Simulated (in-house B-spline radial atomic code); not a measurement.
Radial electron density of I VI (I5+), [Kr] 4d10 5s2. Method: non-relativistic Hartree-Fock, average of configuration, point nucleus. Calculated with a B-spline radial code for spherical atoms.

Columns: r (bohr), 4πr²n(r) (electrons per bohr), bar.

```
 0.00131    1.972 #
 0.00161    2.886 #
 0.00198    4.197 ##
 0.00244    6.071 ###
   0.003    8.649 ####
 0.00369    12.16 ######
 0.00454    16.83 #########
 0.00559    22.84 ############
 0.00687    30.14 ###############
 0.00846    38.67 ####################
  0.0104     47.7 ########################
  0.0128    56.33 #############################
  0.0157    62.99 ################################
  0.0194    66.53 ##################################
  0.0238    66.04 #################################
  0.0293    62.55 ################################
  0.0361    59.08 ##############################
  0.0444    59.79 ##############################
  0.0546    67.06 ##################################
  0.0672    78.58 ########################################
  0.0827    86.91 ############################################
   0.102    84.78 ###########################################
   0.125    73.74 #####################################
   0.154    64.26 #################################
   0.189    66.04 #################################
   0.233    73.25 #####################################
   0.287    69.01 ###################################
   0.353    48.94 #########################
   0.434    28.95 ###############
   0.534    23.72 ############
   0.657    27.64 ##############
   0.809    26.59 #############
   0.995    18.19 #########
    1.22    9.495 #####
    1.51    4.317 ##
    1.85    2.171 #
    2.28    0.991 #
     2.8   0.3225 
    3.45  0.05924 
    4.25 0.005369 
    5.22 0.0002158 
    6.43 2.922e-06
```

On this grid the curve has 4 maxima, near 0.0194, 0.0827, 0.233, 0.657 bohr.

The 4d radial function P(r) = rR(r), positive near the nucleus:

```tsv
r (bohr)	P
0.0104	0.001834
0.0157	0.00576
0.0238	0.01748
0.0361	0.04965
0.0546	0.1268
0.0827	0.2803
0.125	0.4966
0.189	0.6203
0.287	0.342
0.434	-0.4189
0.657	-1.097
0.995	-1.023
1.51	-0.4693
2.28	-0.09704
3.45	-0.006326
```
